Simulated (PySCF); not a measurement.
Molecule: C4H2BrSe, net charge -1, singlet state. It need not be the lowest isomer of its formula. Whether it binds its extra electron was not tested at this geometry. SMILES: Brc1c[c-][se]c1
Coordinates optimised at B3LYP-D3(BJ)/def2-TZVP (Ansatz):
```
C
C 1 1.3537
H 2 1.0774 1 127.34
C 1 1.4318 2 119.14 3 -180.00
C 4 1.3795 1 118.75 2 0.00
H 4 1.0867 5 121.63 1 180.00
Se 2 1.8878 3 126.63 1 180.00
Br 1 1.9601 2 120.20 3 0.00
```
Charge -1, spin multiplicity 1.

Dispersion corrections to the total energy (kcal/mol) from the dftd3 and dftd4 libraries through PySCF: D3(BJ) without and D4 with the three-body term, each with the damping fitted for the functional named.

| functional | D3(BJ) | D4 |
|---|---|---|
| PW6B95 | -3.89 | -6.38 |
| TPSSh | ___ | -9.09 |
| B2GP-PLYP | -5.53 | ___ |
| BP86 | -11.58 | -10.29 |
| revPBE | -15.79 | -21.54 |
| B3LYP | -12.10 | -12.17 |
| HF | -51.17 | ___ |

Fill in the missing entries.


- TPSSh, D3(BJ): -7.87
- B2GP-PLYP, D4: -3.17
- HF, D4: -25.85
